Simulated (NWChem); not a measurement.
Molecule: AlSiH₅; SMILES [AlH2][SiH3]

Program: NWChem. Pople sets run with spherical d functions. Geometry: optimised at PBE-D3(BJ)/def2-SVP. Ions are spin-unrestricted doublets at the neutral geometry; other ion states weren't tried. Functional: LC-ωPBE (HJS hole) with 6-31G*; rows give the range parameter ω in 1/bohr.

Problem. At which range parameter does −ε(HOMO) equal the ΔSCF ionisation energy (optimal tuning)?

Solution. about 0.35 per bohr, by linear interpolation in these runs:
```json
[
 {"range parameter (1/bohr)": "0.10", "vertical ionisation energy, ΔSCF (eV)": "9.56", "−ε(HOMO) (eV)": "7.95", "ΔSCF minus −ε(HOMO) (eV)": "1.61"},
 {"range parameter (1/bohr)": "0.15", "vertical ionisation energy, ΔSCF (eV)": "9.62", "−ε(HOMO) (eV)": "8.53", "ΔSCF minus −ε(HOMO) (eV)": "1.09"},
 {"range parameter (1/bohr)": "0.20", "vertical ionisation energy, ΔSCF (eV)": "9.68", "−ε(HOMO) (eV)": "9.01", "ΔSCF minus −ε(HOMO) (eV)": "0.67"},
 {"range parameter (1/bohr)": "0.40", "vertical ionisation energy, ΔSCF (eV)": "9.93", "−ε(HOMO) (eV)": "10.18", "ΔSCF minus −ε(HOMO) (eV)": "-0.25"},
 {"range parameter (1/bohr)": "0.80", "vertical ionisation energy, ΔSCF (eV)": "10.13", "−ε(HOMO) (eV)": "10.86", "ΔSCF minus −ε(HOMO) (eV)": "-0.73"}
]
```
